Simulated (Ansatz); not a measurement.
CH3ClFNOSi, SMILES `C=N[Si](O)(F)Cl`. Total charge 0; spin multiplicity 1.

Z-matrix (Å, degrees):
```
Si
N 1 1.712
F 1 1.584 2 113.3
O 1 1.616 2 110.8 3 118.3
Cl 1 2.031 2 107.3 3 -118.8
C 2 1.258 1 126.9 3 7.1
H 4 0.958 1 118.0 2 51.0
H 6 1.099 2 124.1 1 0.8
H 6 1.095 2 120.0 1 -179.2
```

Problem. Give the diagnostics of a CCSD(T)/def2-TZVPP run (frozen core, the Gaussian-basis code of Ansatz). (An estimate is asked.)

Solution. The calculation gave: T1 = 0.0121, largest single amplitude 0.023, largest double 0.046, (T) share of the correlation energy 3.8 %, 9 CCSD cycles. The RHF solution is stable towards an unrestricted one. T1 lies under the customary mark of 0.02 for closed shells.
